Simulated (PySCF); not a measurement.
C7H7O, SMILES COc1cc[c]cc1, multiplicity 2. Geometry: B3LYP-D3(BJ)/def2-SVP. The isomer is the one that the SMILES or the coordinates give; other isomers of the formula were not compared. One conformer was computed; it need not be the lowest.

Computed with PySCF with B3LYP-D3(BJ)/def2-SVP.

Harmonic wavenumbers (cm⁻¹): 95, 221, 262, 289, 416, 452, 493, 563, 611, 689, 789, 796, 820, 939, 966, 989, 1048, 1092, 1101, 1159, 1172, 1203, 1285, 1302, 1364, 1408, 1464, 1466, 1482, 1497, 1619, 1641, 2994, 3064, 3141, 3176, 3177, 3198, 3212. Rotational constants (GHz): 4.981, 1.631, 1.238; symmetry number 1.

Work out the zero-point energy and the ideal-gas rigid-rotor harmonic-oscillator thermochemistry at 298.15 K and 1 atm.

ZPE = ½ Σ hcν = ½ × 52657 cm⁻¹ = 75.28 kcal/mol. H − E(el) = 80.14 kcal/mol. Entropy in cal/(mol K): translation 39.92, rotation 27.86, vibration 13.71, spin 1.38, total 82.87. G − E(el) = 55.43 kcal/mol. Cp = 27.87 cal/(mol K). Modes under 150 cm⁻¹ make the vibrational entropy uncertain.
